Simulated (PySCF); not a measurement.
Ga(I)(OH)2 (GaH2IO2), SMILES [Ga]([OH])([I])[OH].

The structure is a stationary point at B3LYP-D3(BJ)/def2-SVP. The structure was generated by enumeration; whether it is a known compound was not checked. The def2 effective core potentials stand for the cores of I; spin–orbit coupling is left out. Other conformers were not sampled.

Method: PBE/def2-TZVP in PySCF.

Isolated molecule, no solvent.

```json
{
  "total_energy": "-2373.94092 hartree",
  "point_group": "Cs",
  "highest_occupied_level": "-6.80 eV",
  "lowest_empty_level": "-2.45 eV",
  "orbital_gap": "4.35 eV",
  "dipole_moment": "1.35 D",
  "quadrupole, principal values (traceless, Buckingham form, about the centre of nuclear charge)": "-3.02, -0.19, 3.21 D·Å",
  "mean_static_polarisability": "67.6 bohr³ (10.01 Å³)",
  "polarisability_principal_values": "49.0, 62.7, 91.0 bohr³"
}
```
